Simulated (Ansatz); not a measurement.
Start from `FB(F)F` and change one element to get `[F][Ga]([F])[F]`.

Ansatz, PBE0-D4/def2-TZVP geometries, multiplicity 1. 

Scalar relativity is left out up to krypton.

```csv
property,`FB(F)F`
LUMO energy (PBE/def2-TZVPP) / eV,-0.34
LUMO energy (ωB97M-V/def2-TZVPP) / eV,1.65
size of the dipole moment (PBE/def2-TZVPP) / D,0.00
HOMO energy (B3LYP/def2-TZVPP) / eV,-11.89
size of the dipole moment (B3LYP/def2-TZVPP) / D,0.00
HOMO–LUMO gap (PBE/def2-TZVPP) / eV,9.65
```

Problem. What does the change do to each property? (Estimate.)

Solution. The calculation gave: 
| property | `[F][Ga]([F])[F]` | shift |
| --- | --- | --- |
| LUMO energy (PBE/def2-TZVPP) / eV | -3.36 | -3.02 |
| LUMO energy (ωB97M-V/def2-TZVPP) / eV | -0.36 | -2.01 |
| size of the dipole moment (PBE/def2-TZVPP) / D | 0.00 | 0.00 |
| HOMO energy (B3LYP/def2-TZVPP) / eV | -11.47 | 0.42 |
| size of the dipole moment (B3LYP/def2-TZVPP) / D | 0.00 | 0.00 |
| HOMO–LUMO gap (PBE/def2-TZVPP) / eV | 6.29 | -3.36 |

With PBE0 the HOMO rises by 0.45 eV and the LUMO falls by 2.80 eV, so the gap narrows by about 3.25 eV. PBE moves the HOMO by 0.33 eV and ωB97M-V by 0.44 eV.

B3LYP here is the variant with VWN-RPA as its local correlation; programs differ in this.
